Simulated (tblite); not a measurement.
C8H4F2O2.
Geometry (GFN2-xTB, Å), atoms numbered from 1 in this order:
```
atom  x, y, z in Å
O1     3.529   -0.613   -0.910
C2     2.844    0.055   -0.215
F3     3.427    0.978    0.602
C4     1.380    0.047   -0.086
C5     0.712    0.908    0.787
C6    -0.664    0.860    0.869
C7    -1.381   -0.046    0.085
C8    -2.845   -0.055    0.214
O9    -3.530    0.615    0.908
F10   -3.428   -0.979   -0.601
C11   -0.713   -0.907   -0.788
C12    0.663   -0.859   -0.871
H13    1.272    1.605    1.390
H14   -1.206    1.514    1.536
H15   -1.274   -1.603   -1.392
H16    1.205   -1.513   -1.538
```

Computed values, GFN2-xTB/tblite, gas phase, harmonic and unscaled. The method is semi-empirical: single wavenumbers can be off by several per cent or more. One conformer, not necessarily the lowest.

Harmonic wavenumbers (cm⁻¹): 41.1, 60.0, 69.2, 130.9, 211.5, 216.3, 274.0, 359.1, 410.0, 438.5, 492.9, 505.4, 599.4, 614.5, 619.1, 667.0, 707.8, 737.6, 807.5, 838.4, 873.2, 926.1, 929.5, 946.6, 998.8, 1030.9, 1134.4, 1178.4, 1194.8, 1244.1, 1261.9, 1334.3, 1401.2, 1457.4, 1564.4, 1586.0, 1826.2, 1834.1, 3099.1, 3099.5, 3108.7, 3109.0.

A = 2912, B = 451.5, C = 390.9 MHz; mass 170.018 u (most abundant isotopes); point group C2h, symmetry number 2.

**Question.** Zero-point energy?

**Answer.** Half the sum of the wavenumbers: 21969 cm⁻¹ = 262.81 kJ/mol.

**Question.** Entropy at 500 K, 1 bar (ideal gas, RRHO, classical rotation)?

**Answer.** Translation 183.66, rotation 129.61, vibration 210.96: S = 524.2 J/(mol K).

**Question.** And Cp and H(500 K) − H(0)?

**Answer.** Cp = 233.08 J/(mol K), of which vibrations give 199.82 (their classical limit is 42 R = 349.2); H(500 K) − H(0) = 69.75 kJ/mol without the zero-point energy, 53.12 from vibrations.

**Question.** How do the functions run with temperature in this model?

**Answer.** 
```json
{"T (K)": "50", "S (J/(mol K))": "253.9", "Cp (J/(mol K))": "57.7", "H − H(0) (kJ/mol)": "2.22", "G − H(0) (kJ/mol)": "-10.48", "ln q(vib)": "0.74"}
{"T (K)": "100", "S (J/(mol K))": "300.0", "Cp (J/(mol K))": "77.4", "H − H(0) (kJ/mol)": "5.60", "G − H(0) (kJ/mol)": "-24.40", "ln q(vib)": "2.11"}
{"T (K)": "298.15", "S (J/(mol K))": "422.2", "Cp (J/(mol K))": "162.8", "H − H(0) (kJ/mol)": "29.28", "G − H(0) (kJ/mol)": "-96.58", "ln q(vib)": "7.35"}
{"T (K)": "373.15", "S (J/(mol K))": "462.0", "Cp (J/(mol K))": "192.5", "H − H(0) (kJ/mol)": "42.63", "G − H(0) (kJ/mol)": "-129.75", "ln q(vib)": "9.31"}
{"T (K)": "750", "S (J/(mol K))": "629.5", "Cp (J/(mol K))": "284.6", "H − H(0) (kJ/mol)": "135.08", "G − H(0) (kJ/mol)": "-337.04", "ln q(vib)": "18.75"}
{"T (K)": "1000", "S (J/(mol K))": "715.8", "Cp (J/(mol K))": "314.3", "H − H(0) (kJ/mol)": "210.25", "G − H(0) (kJ/mol)": "-505.53", "ln q(vib)": "24.35"}
```

q(vib) and H(0) count from the zero-point level.

**Question.** Blend soft modes into free rotors: weight 1/[1 + (100 cm⁻¹/ν̃)⁴] for the oscillator and the rest for a rotor with moment μB/(μ + B), μ = h/(8π²ν), B = 10⁻⁴⁴ kg m². What vibrational entropy results?

**Answer.** 190.97 J/(mol K) in place of 210.96, which changes −T·S at 500 K by +10.00 kJ/mol.

**Question.** Which modes carry the vibrational entropy at 500 K?

**Answer.** 41.1 cm⁻¹: 26.07; 60.0 cm⁻¹: 22.93; 69.2 cm⁻¹: 21.75; 130.9 cm⁻¹: 16.48; 211.5 cm⁻¹: 12.57; 216.3 cm⁻¹: 12.39 J/(mol K); the other 36 give 98.77 together.

Hindered rotation and anharmonicity are outside this model. Other conformers, if any are populated, would add a mixing term that is left out.

Time: 0.51 s wall. Hardware: Arm Neoverse V2, one thread, no GPU, shared host. The figure is for the frequency step alone.
